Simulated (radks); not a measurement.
All-electron atom: S4+ in [He] 2s1.5 2p6 3s2 3p0.5 (fractional occupations, a model configuration). Calculated with a radial shooting solver on a logarithmic mesh with Libxc functionals: scalar-relativistic Kohn-Sham, RPBE, spin-polarised, spherical densities, finite nucleus; open shells are filled with parallel spins first; Fermi nuclear charge, rms radius 3.2611 fm. Some entries of the table are withheld. Estimate them.

| orbital | occ. | eigenvalue (Ry) | <1/r> (bohr^-1) | <r^2> (bohr^2) |
|---|---|---|---|---|
| 1s up | 1 | -182.7079 | 15.67 | 0.01261 |
| 1s down | 1 | -182.6263 | 15.67 | 0.01261 |
| 2s up | 1 | -20.83136 | 3.111 | 0.2640 |
| 2s down | 0.5 | -20.67619 | 3.107 | 0.2648 |
| 2p up | 3 | -16.81804 | 3.008 | 0.2328 |
| 2p down | 3 | -16.67538 | 3.006 | 0.2335 |
| 3s up | 1 | -5.08482 | 0.9704 | (1) |
| 3s down | 1 | -4.99390 | 0.9683 | (2) |
| 3p up | 0.5 | -4.14492 | 0.8881 | 2.685 |
| 3p down | 0 | -4.06058 | 0.8846 | 2.721 |
| 3d up | 0 | -2.84419 | 0.7180 | 3.335 |
| 3d down | 0 | -2.76908 | 0.7107 | 3.420 |
| 4s up | 0 | (3) | 0.4495 | 10.63 |

Answer. 
(1) 3s up <r^2> (bohr^2): 2.330
(2) 3s down <r^2> (bohr^2): 2.351
(3) 4s up eigenvalue (Ry): -2.09188
